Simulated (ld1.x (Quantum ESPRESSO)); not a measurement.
**u(r) = r·R(r): atom against pseudo-atom (boron)**

Columns: radius, all-electron u(r) and pseudo u(r) of the 2s shell (level -9.51 eV) of boron in the configuration [He] 2s1.75 2p1.25; LDA (PZ), scalar-relativistic, TM scheme, ld1.x (Quantum ESPRESSO) 7.5.

```tsv
r (bohr)	all-electron	pseudo
0.156	0.3087	-0.0945
0.312	0.2079	-0.1886
0.468	-0.0062	-0.2818
0.624	-0.2240	-0.3732
0.780	-0.4069	-0.4613
0.936	-0.5453	-0.5433
1.092	-0.6407	-0.6152
1.248	-0.6988	-0.6716
1.404	-0.7268	-0.7081
1.560	-0.7313	-0.7223
1.716	-0.7185	-0.7157
1.872	-0.6934	-0.6929
2.028	-0.6598	-0.6598
2.184	-0.6210	-0.6210
2.340	-0.5794	-0.5794
2.496	-0.5366	-0.5366
2.652	-0.4940	-0.4940
2.808	-0.4525	-0.4525
2.964	-0.4127	-0.4127
3.120	-0.3750	-0.3750
3.276	-0.3396	-0.3396
3.432	-0.3067	-0.3067
3.588	-0.2763	-0.2763
3.744	-0.2484	-0.2484
3.900	-0.2228	-0.2228
4.056	-0.1996	-0.1996
```

(1) How many radial nodes do the two functions have?

(2) At about which radius was the pseudo-wave matched?

(3) Is the pseudo-wave norm-conserving?

Answers

(1) The all-electron 2s function has n − l − 1 = 1; the pseudo-wave has 0, since the states of the same l below it are removed with the core.

(2) 2.16 bohr, where the columns begin to agree (steps of 0.16 bohr).

(3) Yes: the TM scheme keeps the norm inside the radius equal to the all-electron one, which fixes the energy derivative of the logarithmic derivative at the level.
